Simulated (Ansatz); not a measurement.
A structure relaxed at PBE-D4/def2-SVP in Ansatz, charge 0, singlet:

| atom | x (Å) | y (Å) | z (Å) |
| --- | --- | --- | --- |
| Si1 | -0.770 | -1.005 | 0.416 |
| H2 | -2.260 | -0.936 | 0.631 |
| H3 | -0.296 | -2.396 | 0.749 |
| C4 | 0.208 | 0.383 | 1.310 |
| Si5 | 0.769 | 1.005 | -0.416 |
| H6 | 2.259 | 0.942 | -0.632 |
| H7 | 0.290 | 2.396 | -0.747 |
| C8 | -0.206 | -0.384 | -1.310 |
| H9 | 1.026 | 0.030 | 1.969 |
| H10 | -0.413 | 1.097 | 1.888 |
| H11 | -1.023 | -0.033 | -1.972 |
| H12 | 0.417 | -1.099 | -1.885 |

Task: Give its formula, name or SMILES and point group.

Result: cyclo-(H2SiCH2)2 (C₂H₈Si₂). Point group D2h (tolerance 0.1 Å).

Task: Summarise the bond lengths by kind (pairs closer than 1.2 times the sum of covalent radii, bridged metal pairs left out).

Result: 4 × C–Si 1.92 Å; 4 × H–Si 1.51 Å; 4 × C–H 1.11 Å.
